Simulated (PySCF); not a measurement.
Ligands exchanged one at a time, Sn OH-OCH3. Gas-phase values, no solvent. One relaxed conformer stands for each flexible species; it need not be the lowest. Strings in code marks are SMILES.

These are B3LYP-D3(BJ)/def2-TZVP // PBE0-D4/def2-SVP (PySCF) values and carry that method's errors. B3LYP has the VWN-RPA correlation part, as in Gaussian. Delta-SCF ions had no search for a lower state. Excitations are Tamm–Dancoff values on a coarser integration grid. The basis has no diffuse functions, so Rydberg states are missing or too high.

```json
[
 {"species": "0 of 4 OH replaced by OCH3", "brightest of the four lowest singlets (TDA) (eV)": "5.80", "S1 oscillator strength": "(withheld)", "HOMO (eV)": "-8.87", "vertical ionisation energy (Delta-SCF) (eV)": "11.10"},
 {"species": "1 of 4 OH replaced by OCH3", "brightest of the four lowest singlets (TDA) (eV)": "(withheld)", "S1 oscillator strength": "0.008", "HOMO (eV)": "-7.89", "vertical ionisation energy (Delta-SCF) (eV)": "10.25"},
 {"species": "2 of 4 OH replaced by OCH3 (`C[O][Sn]([O]C)([OH])[OH]`)", "brightest of the four lowest singlets (TDA) (eV)": "(withheld)", "S1 oscillator strength": "(withheld)", "HOMO (eV)": "-7.82", "vertical ionisation energy (Delta-SCF) (eV)": "9.83"},
 {"species": "3 of 4 OH replaced by OCH3 (`C[O][Sn]([OH])([O]C)[O]C`)", "brightest of the four lowest singlets (TDA) (eV)": "5.32", "S1 oscillator strength": "0.004", "HOMO (eV)": "(withheld)", "vertical ionisation energy (Delta-SCF) (eV)": "9.60"},
 {"species": "4 of 4 OH replaced by OCH3 (`C[O][Sn]([O]C)([O]C)[O]C`)", "brightest of the four lowest singlets (TDA) (eV)": "4.85", "S1 oscillator strength": "0.000", "HOMO (eV)": "-7.71", "vertical ionisation energy (Delta-SCF) (eV)": "9.47"}
]
```

What belongs in the gaps?


- 0 of 4 OH replaced by OCH3, S1 oscillator strength: 0.019
- 1 of 4 OH replaced by OCH3, brightest of the four lowest singlets (TDA) (eV): 5.37
- 2 of 4 OH replaced by OCH3 (`C[O][Sn]([O]C)([OH])[OH]`), brightest of the four lowest singlets (TDA) (eV): 5.37
- 2 of 4 OH replaced by OCH3 (`C[O][Sn]([O]C)([OH])[OH]`), S1 oscillator strength: 0.015
- 3 of 4 OH replaced by OCH3 (`C[O][Sn]([OH])([O]C)[O]C`), HOMO (eV): -7.73
